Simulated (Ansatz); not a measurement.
CH3BOS, SMILES `BSC=O`. The species carries charge 0 and has multiplicity 1. The geometry is a stationary point of PBE0-D4/def2-TZVP. It is one conformer, not always the lowest.

```xyz
7

B    -0.795   -1.015   -0.431
S     0.485    0.017   -1.077
C     0.845    1.038    0.367
O     1.671    1.890    0.367
H    -1.267   -1.829   -1.159
H    -1.152   -0.874    0.700
H     0.211    0.773    1.234
```

What is the dipole moment at B3LYP/def2-TZVPP? (Estimate.)

Computed: 2.03 D, with components (-1.47, -1.31, 0.47) D in this frame, pointing from negative to positive charge.

And with PBE, r2SCAN, ωB97M-V? (Best estimate.)

Computed: PBE 1.72 D, r2SCAN 1.94 D, ωB97M-V 2.04 D.

Give the Mulliken charges with B3LYP, ωB97M-V, PBE in def2-TZVPP. (An estimate is asked.)

Ansatz gave: 
```tsv
atom	B3LYP	ωB97M-V	PBE
B1	-0.10	-0.21	-0.08
S2	0.00	0.03	0.00
C3	0.12	0.12	0.11
O4	-0.21	-0.22	-0.17
H5	0.06	0.09	0.04
H6	0.04	0.08	0.03
H7	0.09	0.10	0.08
```

B3LYP here is the variant with VWN-RPA as its local correlation; programs differ in this.
